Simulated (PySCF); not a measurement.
Al(OH)(OMe)(SiMe3), SMILES C[O][Al]([OH])[Si](C)(C)C (C4H13AlO2Si), GFN2-xTB optimised geometry.

```
21

Al    -1.29    -0.10     1.89
O     -2.06     0.81     3.04
H     -2.50     1.33     3.69
O     -1.06    -1.74     1.82
C     -0.87    -3.13     1.75
H     -1.46    -3.63     2.52
H     -1.17    -3.50     0.77
H      0.19    -3.36     1.91
Si    -0.35     1.10     0.00
C      1.57     1.10     0.00
C     -0.90     2.94     0.00
C     -0.90     0.35    -1.68
H      1.98     1.60    -0.87
H      1.96     1.60     0.88
H      1.95     0.09     0.01
H     -0.60     3.43     0.92
H     -1.98     3.02    -0.07
H     -0.48     3.50    -0.83
H     -1.98     0.43    -1.80
H     -0.65    -0.70    -1.72
H     -0.43     0.84    -2.53
```

Density from PBE0/def2-SVP run with PySCF 2.14.0 at that geometry.

Minimum of the electron density along straight lines between bonded atoms, close to the bond critical point (lines longer than 1.1 times the sum of covalent radii, or with two minima, are not listed):

```json
[
 {"bond": "Al1–O2", "length / Å": "1.653", "ρ at the minimum / e bohr⁻³": "0.101", "∇²ρ there / e bohr⁻⁵": "1.02", "position (fraction from the first atom)": "0.44"},
 {"bond": "O2–H3", "length / Å": "0.947", "ρ at the minimum / e bohr⁻³": "[?]", "∇²ρ there / e bohr⁻⁵": "[?]", "position (fraction from the first atom)": "0.82"},
 {"bond": "Al1–O4", "length / Å": "1.662", "ρ at the minimum / e bohr⁻³": "0.098", "∇²ρ there / e bohr⁻⁵": "0.99", "position (fraction from the first atom)": "0.43"},
 {"bond": "O4–C5", "length / Å": "1.397", "ρ at the minimum / e bohr⁻³": "0.254", "∇²ρ there / e bohr⁻⁵": "-0.27", "position (fraction from the first atom)": "0.66"},
 {"bond": "C5–H6", "length / Å": "1.093", "ρ at the minimum / e bohr⁻³": "0.281", "∇²ρ there / e bohr⁻⁵": "-1.06", "position (fraction from the first atom)": "0.63"},
 {"bond": "C5–H7", "length / Å": "1.093", "ρ at the minimum / e bohr⁻³": "0.281", "∇²ρ there / e bohr⁻⁵": "-1.06", "position (fraction from the first atom)": "0.63"},
 {"bond": "C5–H8", "length / Å": "1.093", "ρ at the minimum / e bohr⁻³": "0.281", "∇²ρ there / e bohr⁻⁵": "-1.06", "position (fraction from the first atom)": "0.63"},
 {"bond": "Al1–Si9", "length / Å": "2.429", "ρ at the minimum / e bohr⁻³": "[?]", "∇²ρ there / e bohr⁻⁵": "0.07", "position (fraction from the first atom)": "0.35"},
 {"bond": "Si9–C10", "length / Å": "1.922", "ρ at the minimum / e bohr⁻³": "0.106", "∇²ρ there / e bohr⁻⁵": "0.30", "position (fraction from the first atom)": "0.38"},
 {"bond": "Si9–C11", "length / Å": "1.919", "ρ at the minimum / e bohr⁻³": "0.106", "∇²ρ there / e bohr⁻⁵": "0.31", "position (fraction from the first atom)": "0.38"},
 {"bond": "Si9–C12", "length / Å": "1.921", "ρ at the minimum / e bohr⁻³": "0.106", "∇²ρ there / e bohr⁻⁵": "0.30", "position (fraction from the first atom)": "0.38"},
 {"bond": "C10–H13", "length / Å": "1.087", "ρ at the minimum / e bohr⁻³": "0.271", "∇²ρ there / e bohr⁻⁵": "-0.96", "position (fraction from the first atom)": "0.62"},
 {"bond": "C10–H14", "length / Å": "1.086", "ρ at the minimum / e bohr⁻³": "0.271", "∇²ρ there / e bohr⁻⁵": "-0.96", "position (fraction from the first atom)": "0.62"},
 {"bond": "C10–H15", "length / Å": "1.086", "ρ at the minimum / e bohr⁻³": "0.272", "∇²ρ there / e bohr⁻⁵": "-0.97", "position (fraction from the first atom)": "0.62"},
 {"bond": "C11–H16", "length / Å": "1.085", "ρ at the minimum / e bohr⁻³": "0.272", "∇²ρ there / e bohr⁻⁵": "-0.97", "position (fraction from the first atom)": "0.62"},
 {"bond": "C11–H17", "length / Å": "1.086", "ρ at the minimum / e bohr⁻³": "0.272", "∇²ρ there / e bohr⁻⁵": "-0.96", "position (fraction from the first atom)": "0.62"},
 {"bond": "C11–H18", "length / Å": "1.086", "ρ at the minimum / e bohr⁻³": "0.271", "∇²ρ there / e bohr⁻⁵": "-0.96", "position (fraction from the first atom)": "0.62"},
 {"bond": "C12–H19", "length / Å": "1.086", "ρ at the minimum / e bohr⁻³": "0.271", "∇²ρ there / e bohr⁻⁵": "-0.96", "position (fraction from the first atom)": "0.62"},
 {"bond": "C12–H20", "length / Å": "1.086", "ρ at the minimum / e bohr⁻³": "0.272", "∇²ρ there / e bohr⁻⁵": "-0.97", "position (fraction from the first atom)": "0.62"},
 {"bond": "C12–H21", "length / Å": "1.086", "ρ at the minimum / e bohr⁻³": "0.271", "∇²ρ there / e bohr⁻⁵": "-0.96", "position (fraction from the first atom)": "0.62"}
]
```

**Question.** What belongs in the gaps?

**Answer.** 
- O2–H3, ρ at the minimum / e bohr⁻³: 0.361
- O2–H3, ∇²ρ there / e bohr⁻⁵: -2.55
- Al1–Si9, ρ at the minimum / e bohr⁻³: 0.066
